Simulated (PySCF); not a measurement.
Species: C₃H₆Cl₂OSi.
Geometry (GFN2-xTB, Å), atoms numbered from 1 in this order:
```
atom  x, y, z in Å
C1     1.7443   -0.8108    1.1475
C2     1.7449   -0.4281   -0.1187
O3     0.7006   -0.0069   -0.8740
C4    -0.5731    0.0572   -0.2518
Si5   -1.7737    0.7007   -1.5928
Cl6   -3.6421    0.6486   -0.8290
Cl7   -1.2738    2.5791   -2.0839
H8     0.8623   -0.8344    1.7614
H9     2.6601   -1.1224    1.6121
H10    2.6467   -0.4153   -0.7162
H11   -0.8601   -0.9372    0.1115
H12   -0.5286    0.7215    0.6216
H13   -1.7118   -0.1516   -2.7701
```

Computed with PySCF 2.14.0, density-fitted response routines, TDDFT CAM-B3LYP/def2-SVPD, vertical, gas phase, core orbitals frozen in the response.

Ground-to-excited transition dipoles (e·a0, same axes as the geometry; the sign carries no meaning), for the states with f of 0.002 or more among the lowest 7:

```json
{"state": "S1", "E (hartree)": "0.2456", "μx": "-0.072", "μy": "-0.465", "μz": "-0.106"}
{"state": "S2", "E (hartree)": "0.2578", "μx": "-0.072", "μy": "-0.253", "μz": "-0.089"}
{"state": "S3", "E (hartree)": "0.2662", "μx": "-0.566", "μy": "0.480", "μz": "-1.191"}
{"state": "S4", "E (hartree)": "0.2732", "μx": "0.079", "μy": "-0.033", "μz": "0.075"}
{"state": "S5", "E (hartree)": "0.2764", "μx": "-0.089", "μy": "0.026", "μz": "-0.095"}
{"state": "S6", "E (hartree)": "0.2826", "μx": "0.087", "μy": "-0.158", "μz": "0.005"}
{"state": "S7", "E (hartree)": "0.2894", "μx": "0.002", "μy": "0.083", "μz": "0.152"}
```

Question: Work out the oscillator strengths.

Answer: f = (2/3) ΔE |μ|² with ΔE in hartree (27.2114 eV).

| state | \|μ\|² (au) | \|μ\| (D) | f |
| --- | --- | --- | --- |
| S1 | 0.232 | 1.23 | 0.038 |
| S2 | 0.077 | 0.71 | 0.013 |
| S3 | 1.968 | 3.57 | 0.349 |
| S4 | 0.013 | 0.29 | 0.002 |
| S5 | 0.018 | 0.34 | 0.003 |
| S6 | 0.033 | 0.46 | 0.006 |
| S7 | 0.030 | 0.44 | 0.006 |

Question: Which bond between heavy atoms lies closest to the direction of the S3 transition dipole?

Answer: C4–Si5, at 15° from it; next C1–C2 at 24°.

Question: What angle do the transition dipoles of S1 and S2 make?

Answer: |cos θ| = |μa·μb| / (|μa| |μb|) = 0.99, so θ ≈ 9° (taken between 0 and 90°, since the signs are arbitrary).

Question: What peak molar absorption coefficient would the strongest computed level give as a lone Gaussian band 0.4 eV wide at half height?

Answer: ε(max) = 2.175×10⁸ f / FWHM, with the width in cm⁻¹. S3: 2.175×10⁸ × 0.3494 / 3226 ≈ 24000 L mol⁻¹ cm⁻¹.

The run took 92 s (with the writing of density and orbital grids) on Arm Neoverse N1, one thread, no GPU, shared host with 64 logical CPUs at a one-minute load of 59, and the process peaked at 0.94 GiB of memory.

One conformer stands for the species.
